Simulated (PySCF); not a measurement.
Species: C4H6AlF.
Geometry (PBE0-D3(BJ)/def2-SVP, Å), atoms numbered from 1 in this order:
```
atom  x, y, z in Å
C1     2.0133   -0.4046   -0.1912
C2     0.7805   -0.7392   -0.5981
C3    -0.4597   -0.1062   -0.1443
C4    -1.6528   -0.5244   -0.6221
Al5   -0.5533    1.3308    1.1676
F6    -2.0945    1.9104    1.4464
H7     2.1819    0.3948    0.5381
H8     2.8995   -0.9193   -0.5700
H9     0.6725   -1.5501   -1.3327
H10   -1.7283   -1.3397   -1.3554
H11   -2.5976   -0.0733   -0.3016
H12    0.6087    2.0046    1.9986
```

Method used: PBE0-D3(BJ)/def2-SVP geometry optimisation, gas phase (PySCF).

(1) Which atoms are bound to Al5, and at what distances?

(2) List the angles at Al5.

(3) What is the shape at Al5?

(4) What are the other bond lengths?

(5) Give some angles away from the centre.

(6) What are the rotational constants (commonest isotopes, rigid rotor)?

## Answers

(1) 3 atoms: H12 1.580 Å, F6 1.670 Å, C3 1.948 Å. The nearest atom not counted as bound is C4, at 2.80 Å.

(2) 
| angle | degrees | distance of the outer atoms (Å) |
| --- | --- | --- |
| C3–Al5–H12 | 129.3 | 3.19 |
| F6–Al5–H12 | 116.3 | 2.76 |
| C3–Al5–F6 | 114.4 | 3.04 |

(3) Planar: angles 129.3°, 116.3° and 114.4°, sum 360.0°, 0.00 Å off the plane of its three neighbours.

(4) C1=C2 1.341 Å; C2–C3 1.464 Å; C3=C4 1.351 Å; C1–H7 1.095 Å; C1–H8 1.093 Å; C2–H9 1.099 Å; C4–H10 1.099 Å; C4–H11 1.095 Å.

(5) C1–C2–C3 125.2°, C2–C3–C4 120.3°, C2–C3–Al5 124.6°, C4–C3–Al5 115.1°.

(6) A = 5226, B = 1783, C = 1330 MHz: an asymmetric top.

Point group: near Cs, missed by 0.20 Å at most; the miss may be what the optimiser left on a soft mode. Charge 0, singlet. Not checked by PBE0-D3(BJ)/def2-SVP frequencies.

The run took 46 s wall on an Arm Neoverse V1 with one thread, no GPU, shared host with 32 logical CPUs at a one-minute load of 16, and the process peaked at 0.49 GiB of memory. That covers the optimisation of the geometry.

One conformer stands for the species.
